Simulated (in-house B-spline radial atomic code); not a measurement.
## RPA and G0W0 on Hartree-Fock: the lead ion Pb⁴⁺

Configuration [Xe] 4f14 5d10, mean-field start Hartree-Fock. Computed with an all-electron radial atomic-structure program (B-spline basis): all electrons, scalar-relativistic (spin-free one-electron X2C), finite nucleus, each spin shell either full or empty, empty states to l = 9 with an (l + 1/2)⁻⁴ tail; G0W0 by contour deformation at full frequency.

Without the two-electron picture change, the correlation of inner shells comes somewhat too large for so heavy an element.

Command:
```bash
python run_gw.py task.json out
```
Settings (radii: box in bohr, nucleus in fm):
```
Z                        82
electrons                78
configuration            [Xe] 4f14 5d10
hamiltonian              x2c
method                   hf
lmax                     9
rms_radius               5.5012
spin_polarised           False
box_radius               11.96
intervals                67
```

Run time, properties included: 8.4 s on 1 thread of Arm Neoverse N1, with other jobs on the host.

Energies (hartree):

| term | value |
| --- | --- |
| mean-field total | -20876.83717 |
| Hartree-Fock functional on these orbitals | -20876.83717 |
| direct second order | -7.4052 |
| second-order exchange | 1.8541 |
| SOSEX correction | 1.7693 |

Question: What is the RPA correlation energy, and what remains with SOSEX?

Answer: RPA gives -6.6655 hartree (-2.33 eV per electron); RPA + SOSEX gives -4.8963, and the second-order doubles (MP2) -5.5511 hartree. RPA lacks exchange-type terms and so overcorrelates at short range.

Quasi-particle levels (eV):

| level | occupied | mean field | Σx - vxc | Σc | QP weight | G0W0 |
| --- | --- | --- | --- | --- | --- | --- |
| 5d | yes | -69.66 | 0.00 | ? | ? | ? |
| 6s | no | -40.32 | 0.00 | -1.91 | 0.983 | -42.23 |

G0W0 = mean field + (Σx - vxc) + Σc, with Σc (partial-wave tail included) taken at the quasi-particle energy. Only the outer levels were computed. Levels of low weight are left out.

Question: Where does G0W0 put 5d?

Answer: At -70.18 eV, with Σc = -0.52 eV and a quasi-particle weight of 0.969. The tabulated removal energy is 68.8 ± 0.5 eV (NIST, semi-empirical); the calculation leaves out spin-orbit coupling, Breit and QED terms, and what these don't explain is the method's own error.
